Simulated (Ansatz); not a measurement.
Total energies of ZrHF₃ from Ansatz at PBE0-D4/def2-TZVP, gas phase (1 Eh = 27.2114 eV = 2625.5 kJ/mol). The reference geometry is relaxed at PBE0-D4/def2-TZVP.

```xyz
5

Zr   -0.009   -0.033    0.021
H     0.410    1.484   -0.943
F    -1.710    0.258    0.790
F     1.334   -0.236    1.334
F    -0.024   -1.473   -1.202
```

```csv
state,geometry,energy (Eh)
charge 0 singlet,reference,-347.26190
charge 1 doublet,reference,-346.83600
free Zr atom (triplet),–,-46.88229
free H atom (doublet),–,-0.50104
free F atom (doublet),–,-99.67617
```

In the def2 sets Zr takes a core potential; there is no spin–orbit coupling.

Problem. Work out the vertical ionisation energy to the doublet.

Solution. E(charge 1 doublet) − E(charge 0 singlet) = -346.83600 − (-347.26190) = 0.42590 Eh = 11.59 eV. For comparison, −ε of the highest occupied level is 9.06 eV at this level, 2.53 eV less.

Problem. What is the binding energy per atom against free atoms?

Solution. Atoms: 1 × (-46.88229) + 1 × (-0.50104) + 3 × (-99.67617) = -346.41184 Eh. Binding: -346.41184 − (-347.26190) = 0.85006 Eh = 23.13 eV, or 4.63 eV for each of 5 atoms (no zero-point energy, no counterpoise term).
